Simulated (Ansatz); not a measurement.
A short molecular-dynamics run on C4H14N2Sn, SMILES `C[N](C)[SnH2][N](C)C`.

```yaml
crystal:
  periodic: [false, false, false]
  atoms:
    - {symbol: C, position_ang: [-0.953371, -1.990125, 0.871309]}
    - {symbol: N, position_ang: [-0.392521, -1.680856, -0.419014]}
    - {symbol: C, position_ang: [0.808321, -2.421667, -0.704289]}
    - {symbol: Sn, position_ang: [-0.681685, 0.152799, -1.197400]}
    - {symbol: N, position_ang: [-0.102019, 1.490694, 0.212848]}
    - {symbol: C, position_ang: [-0.576058, 2.848367, 0.151380]}
    - {symbol: C, position_ang: [1.239553, 1.385933, 0.726098]}
    - {symbol: H, position_ang: [-1.885770, -1.443477, 1.034329]}
    - {symbol: H, position_ang: [-1.184657, -3.062324, 0.940992]}
    - {symbol: H, position_ang: [-0.278893, -1.747048, 1.708836]}
    - {symbol: H, position_ang: [0.601750, -3.501333, -0.712808]}
    - {symbol: H, position_ang: [1.204102, -2.158945, -1.688518]}
    - {symbol: H, position_ang: [1.610442, -2.254622, 0.034971]}
    - {symbol: H, position_ang: [0.252961, 0.179743, -2.636036]}
    - {symbol: H, position_ang: [-2.346126, 0.457216, -1.415525]}
    - {symbol: H, position_ang: [-0.577985, 3.298165, 1.154408]}
    - {symbol: H, position_ang: [-1.604402, 2.883081, -0.219871]}
    - {symbol: H, position_ang: [0.036069, 3.503449, -0.492360]}
    - {symbol: H, position_ang: [1.989940, 1.920740, 0.118292]}
    - {symbol: H, position_ang: [1.546401, 0.338089, 0.790469]}
    - {symbol: H, position_ang: [1.293959, 1.802102, 1.741881]}
basis:
  gaussian: {orbitals: def2-SVP}
hamiltonian: {xc: {name: BLYP}}
md: {timestep: 0.5 fs, n_steps: 20, ensemble: nvt_langevin, temperature: 1000, initial_velocities: maxwell_boltzmann, friction: 0.01, seed: 453}
```

```sh
$ ansatz run in.yaml --threads 4 --pin off --events-out ev --progress --plain --max-ram 63488MiB --backend cuda --devices 0, --max-vram 37GiB
```

```tsv
step	time (fs)	potential energy (eV)	kinetic (eV)	T (K)	conserved (eV)
0	0.0	-13175.1433	2.5852	952	–
1	0.5	-13175.1154	2.5177	928	–
2	1.0	-13175.0216	2.3502	866	–
3	1.5	-13174.8699	2.2677	835	–
4	2.0	-13174.6784	2.1165	780	–
5	2.5	-13174.4783	1.7773	655	–
6	3.0	-13174.2889	1.6362	603	–
7	3.5	-13174.1170	1.5696	578	–
8	4.0	-13173.9723	1.3979	515	–
9	4.5	-13173.8564	1.3272	489	–
10	5.0	-13173.7725	1.2569	463	–
11	5.5	-13173.7302	1.2509	461	–
12	6.0	-13173.7240	1.2930	476	–
13	6.5	-13173.7495	1.3277	489	–
14	7.0	-13173.8038	1.3965	514	–
15	7.5	-13173.8759	1.4583	537	–
16	8.0	-13173.9535	1.5091	556	–
17	8.5	-13174.0306	1.6416	605	–
18	9.0	-13174.0990	1.6979	626	–
19	9.5	-13174.1507	1.7724	653	–
20	10.0	-13174.1800	1.8647	687	–
```

Velocities are drawn at the set temperature; a run this short doesn't reach equilibrium.

Frames (Å, forces in eV/Å):

```xyz
21
time=0.0 fs
C    -0.953   -1.990    0.871   -0.104    0.005   -0.031
N    -0.393   -1.681   -0.419   -0.063   -0.464    0.007
C     0.808   -2.422   -0.704   -0.007   -0.010   -0.099
Sn   -0.682    0.153   -1.197   -0.393    0.206   -0.853
N    -0.102    1.491    0.213   -0.035    0.229    0.459
C    -0.576    2.848    0.151   -0.090   -0.034    0.011
C     1.240    1.386    0.726   -0.007   -0.075    0.035
H    -1.886   -1.443    1.034   -0.479    0.242    0.124
H    -1.185   -3.062    0.941   -0.134   -0.552    0.104
H    -0.279   -1.747    1.709    0.316    0.083    0.486
H     0.602   -3.501   -0.713   -0.037   -0.581   -0.009
H     1.204   -2.159   -1.689    0.238    0.089   -0.486
H     1.610   -2.255    0.035    0.456    0.026    0.363
H     0.253    0.180   -2.636    0.200   -0.027   -0.370
H    -2.346    0.457   -1.416   -0.371    0.063   -0.052
H    -0.578    3.298    1.154   -0.014    0.301    0.496
H    -1.604    2.883   -0.220   -0.517    0.077   -0.180
H     0.036    3.503   -0.492    0.295    0.411   -0.314
H     1.990    1.921    0.118    0.452    0.282   -0.269
H     1.546    0.338    0.790    0.201   -0.484    0.053
H     1.294    1.802    1.742    0.094    0.213    0.527
21
time=1.0 fs
C    -0.949   -1.980    0.861   -0.124   -0.610    0.897
N    -0.390   -1.685   -0.412   -0.367    0.112   -0.305
C     0.798   -2.411   -0.710    0.501   -0.064   -1.058
Sn   -0.681    0.153   -1.199    0.389   -0.050   -0.716
N    -0.107    1.480    0.221    0.229    0.426    0.792
C    -0.583    2.836    0.140    0.272    0.369    0.740
C     1.244    1.386    0.745    0.082   -0.346   -0.254
H    -1.898   -1.487    1.048   -0.743    0.561   -0.084
H    -1.190   -3.061    0.928    0.099   -0.358    0.174
H    -0.315   -1.716    1.745    0.228   -0.096    0.017
H     0.631   -3.499   -0.677   -0.218   -0.584   -0.337
H     1.189   -2.104   -1.721   -0.041   -0.411    0.478
H     1.589   -2.270    0.027    0.895    0.342    0.602
H     0.272    0.210   -2.627    0.164   -0.050   -0.344
H    -2.299    0.435   -1.383   -1.154    0.209   -0.176
H    -0.583    3.282    1.178   -0.033    0.107   -0.423
H    -1.607    2.869   -0.232   -0.656    0.076   -0.186
H     0.033    3.493   -0.520    0.115    0.220   -0.007
H     1.977    1.927    0.113    0.411    0.044   -0.282
H     1.529    0.309    0.787    0.197    0.281    0.219
H     1.361    1.860    1.744   -0.246   -0.178    0.254
21
time=2.0 fs
C    -0.945   -1.970    0.851   -0.417   -1.289    1.876
N    -0.387   -1.690   -0.406   -0.653    0.688   -0.654
C     0.790   -2.401   -0.716    1.041   -0.219   -1.507
Sn   -0.680    0.154   -1.200    1.122   -0.262   -0.630
N    -0.112    1.469    0.229    0.444    0.608    1.025
C    -0.589    2.824    0.129    0.424    0.722    1.215
C     1.248    1.385    0.763    0.261   -0.233   -0.561
H    -1.912   -1.527    1.058   -0.829    0.784   -0.292
H    -1.201   -3.063    0.921    0.383   -0.009    0.204
H    -0.348   -1.688    1.777    0.177   -0.251   -0.430
H     0.657   -3.496   -0.638   -0.348   -0.497   -0.641
H     1.170   -2.055   -1.752   -0.172   -0.847    1.149
H     1.577   -2.278    0.024    1.090    0.584    0.606
H     0.296    0.239   -2.618    0.103   -0.072   -0.291
H    -2.265    0.412   -1.356   -1.849    0.326   -0.267
H    -0.589    3.265    1.201   -0.052   -0.005   -1.179
H    -1.615    2.853   -0.247   -0.564    0.079   -0.118
H     0.033    3.487   -0.548   -0.099   -0.022    0.327
H     1.968    1.939    0.104    0.235   -0.295   -0.156
H     1.513    0.285    0.787    0.264    0.830    0.380
H     1.420    1.921    1.744   -0.563   -0.621   -0.056
21
time=3.0 fs
C    -0.940   -1.962    0.842   -1.155   -1.781    2.706
N    -0.385   -1.694   -0.401   -0.897    1.138   -0.975
C     0.783   -2.391   -0.723    1.790   -0.494   -1.283
Sn   -0.679    0.154   -1.202    1.604   -0.354   -0.619
N    -0.116    1.460    0.240    0.605    0.726    1.179
C    -0.593    2.813    0.119    0.384    0.996    1.271
C     1.252    1.384    0.781    0.474    0.137   -0.807
H    -1.933   -1.558    1.061   -0.556    0.801   -0.517
H    -1.215   -3.071    0.922    0.654    0.382    0.187
H    -0.381   -1.661    1.797    0.227   -0.344   -0.675
H     0.676   -3.497   -0.606   -0.396   -0.244   -0.870
H     1.150   -2.014   -1.770   -0.176   -1.144    1.443
H     1.582   -2.272    0.028    0.830    0.661    0.236
H     0.321    0.270   -2.613    0.004   -0.098   -0.188
H    -2.250    0.387   -1.335   -2.238    0.382   -0.312
H    -0.587    3.248    1.213   -0.093    0.011   -1.602
H    -1.628    2.843   -0.264   -0.244    0.053    0.046
H     0.033    3.481   -0.579   -0.304   -0.266    0.652
H     1.964    1.950    0.094    0.018   -0.632    0.035
H     1.500    0.270    0.794    0.356    1.144    0.501
H     1.476    1.979    1.746   -0.885   -1.074   -0.405
21
time=4.0 fs
C    -0.936   -1.956    0.835   -2.020   -1.990    3.435
N    -0.383   -1.697   -0.396   -1.008    1.436   -1.317
C     0.777   -2.380   -0.729    2.535   -1.013   -0.679
Sn   -0.679    0.154   -1.203    1.700   -0.309   -0.699
N    -0.120    1.451    0.252    0.710    0.735    1.273
C    -0.598    2.802    0.112    0.079    1.172    0.977
C     1.257    1.385    0.798    0.654    0.466   -1.064
H    -1.958   -1.581    1.059   -0.087    0.712   -0.702
H    -1.220   -3.076    0.930    0.843    0.622    0.147
H    -0.405   -1.635    1.806    0.270   -0.397   -0.802
H     0.693   -3.504   -0.581   -0.414    0.215   -1.041
H     1.130   -1.989   -1.775   -0.094   -1.264    1.412
H     1.601   -2.263    0.034    0.341    0.662   -0.257
H     0.347    0.304   -2.617   -0.156   -0.136   -0.010
H    -2.257    0.369   -1.316   -2.164    0.364   -0.313
H    -0.584    3.235    1.206   -0.152    0.104   -1.650
H    -1.647    2.840   -0.287    0.265   -0.017    0.298
H     0.031    3.467   -0.605   -0.398   -0.394    0.835
H     1.960    1.958    0.080   -0.166   -0.916    0.243
H     1.491    0.260    0.811    0.426    1.379    0.560
H     1.527    2.029    1.746   -1.162   -1.430   -0.647
21
time=5.0 fs
C    -0.932   -1.952    0.830   -2.820   -1.962    3.880
N    -0.383   -1.700   -0.392   -1.077    1.641   -1.583
C     0.773   -2.370   -0.735    3.135   -1.560    0.252
Sn   -0.679    0.153   -1.205    1.356   -0.180   -0.763
N    -0.124    1.443    0.265    0.725    0.670    1.281
C    -0.603    2.791    0.106   -0.296    1.132    0.641
C     1.260    1.384    0.811    0.829    0.889   -1.304
H    -1.988   -1.603    1.049    0.421    0.613   -0.827
H    -1.217   -3.072    0.939    0.944    0.627    0.127
H    -0.428   -1.608    1.807    0.326   -0.401   -0.796
H     0.705   -3.510   -0.567   -0.402    0.617   -1.141
H     1.108   -1.976   -1.764    0.104   -1.199    1.017
H     1.628   -2.252    0.046   -0.231    0.601   -0.778
H     0.374    0.334   -2.621   -0.309   -0.174    0.141
H    -2.287    0.355   -1.296   -1.640    0.291   -0.288
H    -0.579    3.222    1.187   -0.225    0.265   -1.452
H    -1.664    2.834   -0.310    0.694   -0.083    0.541
H     0.022    3.447   -0.620   -0.327   -0.353    0.814
H     1.958    1.960    0.065   -0.308   -1.126    0.425
H     1.488    0.261    0.833    0.488    1.361    0.573
H     1.571    2.070    1.739   -1.386   -1.669   -0.762
21
time=6.0 fs
C    -0.931   -1.948    0.830   -3.433   -1.899    3.894
N    -0.383   -1.702   -0.389   -1.086    1.771   -1.769
C     0.772   -2.361   -0.741    3.278   -2.069    1.354
Sn   -0.679    0.153   -1.206    0.752   -0.056   -0.785
N    -0.128    1.435    0.278    0.754    0.602    1.287
C    -0.606    2.781    0.100   -0.609    0.930    0.311
C     1.263    1.383    0.823    0.848    1.224   -1.635
H    -2.015   -1.618    1.027    0.809    0.507   -0.826
H    -1.203   -3.068    0.948    0.944    0.554    0.138
H    -0.453   -1.587    1.805    0.433   -0.319   -0.655
H     0.712   -3.511   -0.561   -0.352    0.870   -1.149
H     1.085   -1.982   -1.745    0.409   -0.913    0.231
H     1.649   -2.229    0.053   -0.578    0.480   -1.113
H     0.396    0.360   -2.624   -0.435   -0.207    0.249
H    -2.333    0.344   -1.271   -0.874    0.201   -0.265
H    -0.577    3.216    1.157   -0.278    0.455   -1.012
H    -1.674    2.825   -0.328    0.900   -0.122    0.681
H     0.009    3.425   -0.625   -0.141   -0.220    0.620
H     1.954    1.947    0.054   -0.344   -1.182    0.482
H     1.494    0.273    0.860    0.521    1.086    0.577
H     1.605    2.095    1.719   -1.517   -1.693   -0.617
21
time=7.0 fs
C    -0.932   -1.946    0.833   -3.630   -1.753    3.606
N    -0.382   -1.702   -0.387   -1.142    1.800   -1.788
C     0.772   -2.354   -0.746    3.124   -2.349    2.332
Sn   -0.679    0.152   -1.208    0.128    0.021   -0.732
N    -0.133    1.424    0.289    0.778    0.626    1.336
C    -0.610    2.772    0.094   -0.699    0.485    0.042
C     1.267    1.385    0.836    0.624    1.210   -2.084
H    -2.032   -1.631    0.997    0.966    0.441   -0.723
H    -1.180   -3.061    0.961    0.868    0.387    0.133
H    -0.477   -1.570    1.802    0.511   -0.200   -0.499
H     0.714   -3.503   -0.568   -0.284    0.861   -1.055
H     1.065   -1.999   -1.729    0.717   -0.532   -0.700
H     1.658   -2.198    0.049   -0.686    0.322   -1.239
H     0.414    0.380   -2.621   -0.506   -0.229    0.281
H    -2.387    0.331   -1.244   -0.142    0.133   -0.266
H    -0.573    3.218    1.117   -0.322    0.676   -0.332
H    -1.670    2.814   -0.339    0.759   -0.139    0.672
H    -0.004    3.398   -0.622    0.166    0.037    0.234
H     1.947    1.919    0.049   -0.240   -1.068    0.359
H     1.508    0.293    0.893    0.522    0.660    0.570
H     1.628    2.101    1.686   -1.511   -1.387   -0.147
21
time=8.0 fs
C    -0.935   -1.947    0.838   -3.367   -1.394    2.964
N    -0.382   -1.700   -0.388   -1.185    1.667   -1.642
C     0.775   -2.349   -0.748    2.708   -2.359    2.946
Sn   -0.679    0.151   -1.209   -0.431    0.068   -0.629
N    -0.136    1.414    0.301    0.752    0.663    1.379
C    -0.614    2.763    0.087   -0.492    0.045    0.002
C     1.271    1.388    0.847    0.134    0.831   -2.691
H    -2.038   -1.642    0.960    0.855    0.412   -0.521
H    -1.147   -3.050    0.978    0.714    0.023    0.138
H    -0.493   -1.555    1.797    0.553   -0.053   -0.295
H     0.710   -3.489   -0.583   -0.199    0.674   -0.873
H     1.050   -2.026   -1.721    0.944   -0.170   -1.517
H     1.655   -2.162    0.032   -0.562    0.155   -1.162
H     0.426    0.399   -2.613   -0.534   -0.241    0.260
H    -2.443    0.319   -1.221    0.488    0.091   -0.280
H    -0.571    3.227    1.079   -0.352    0.851    0.293
H    -1.657    2.805   -0.342    0.337   -0.153    0.520
H    -0.013    3.374   -0.615    0.469    0.293   -0.194
H     1.936    1.881    0.048   -0.017   -0.824    0.113
H     1.531    0.321    0.932    0.487    0.100    0.551
H     1.634    2.089    1.650   -1.300   -0.679    0.639
21
time=9.0 fs
C    -0.940   -1.947    0.847   -2.723   -1.033    2.085
N    -0.383   -1.696   -0.390   -1.155    1.411   -1.443
C     0.781   -2.345   -0.747    2.379   -1.821    2.306
Sn   -0.679    0.151   -1.211   -0.843    0.112   -0.504
N    -0.140    1.406    0.313    0.718    0.639    1.385
C    -0.620    2.754    0.080    0.077   -0.102    0.304
C     1.274    1.392    0.856   -0.573    0.099   -3.458
H    -2.031   -1.653    0.915    0.462    0.451   -0.220
H    -1.108   -3.039    0.993    0.552   -0.368    0.182
H    -0.497   -1.539    1.786    0.522    0.087   -0.054
H     0.711   -3.468   -0.608   -0.160    0.245   -0.594
H     1.045   -2.052   -1.737    0.851   -0.086   -1.364
H     1.648   -2.125    0.002   -0.261    0.037   -0.883
H     0.435    0.415   -2.605   -0.542   -0.246    0.228
H    -2.496    0.313   -1.205    0.961    0.066   -0.294
H    -0.569    3.247    1.049   -0.370    0.850    0.563
H    -1.643    2.796   -0.337   -0.272   -0.151    0.242
H    -0.012    3.354   -0.611    0.605    0.417   -0.491
H     1.927    1.837    0.049    0.254   -0.503   -0.222
H     1.563    0.354    0.978    0.407   -0.519    0.532
H     1.628    2.070    1.616   -0.890    0.413    1.702
21
time=10.0 fs
C    -0.946   -1.946    0.857   -1.913   -0.887    1.155
N    -0.385   -1.689   -0.391   -0.959    1.039   -1.277
C     0.788   -2.342   -0.743    1.944   -1.005    0.841
Sn   -0.679    0.151   -1.213   -1.105    0.173   -0.353
N    -0.144    1.400    0.326    0.690    0.538    1.334
C    -0.626    2.746    0.072    1.084    0.021    0.839
C     1.276    1.396    0.862   -1.195   -0.725   -4.114
H    -2.018   -1.660    0.868   -0.127    0.478    0.100
H    -1.066   -3.036    1.005    0.397   -0.510    0.233
H    -0.499   -1.518    1.773    0.487    0.213    0.223
H     0.713   -3.447   -0.640   -0.142   -0.311   -0.263
H     1.052   -2.079   -1.765    0.556   -0.116   -0.607
H     1.638   -2.088   -0.037    0.230   -0.025   -0.398
H     0.441    0.425   -2.594   -0.525   -0.238    0.176
H    -2.537    0.312   -1.197    1.252    0.052   -0.306
H    -0.574    3.276    1.024   -0.364    0.695    0.580
H    -1.626    2.786   -0.326   -1.136   -0.141   -0.189
H    -0.003    3.340   -0.609    0.558    0.390   -0.627
H     1.922    1.783    0.042    0.467   -0.156   -0.435
H     1.603    0.385    1.027    0.231   -0.954    0.533
H     1.608    2.058    1.597   -0.429    1.469    2.553
```

Hardware: 4 threads of an AMD EPYC 7R13 on a shared host and a share of an NVIDIA H100 80 GB. Wall time 30 s, peak host memory 1.1 GiB.
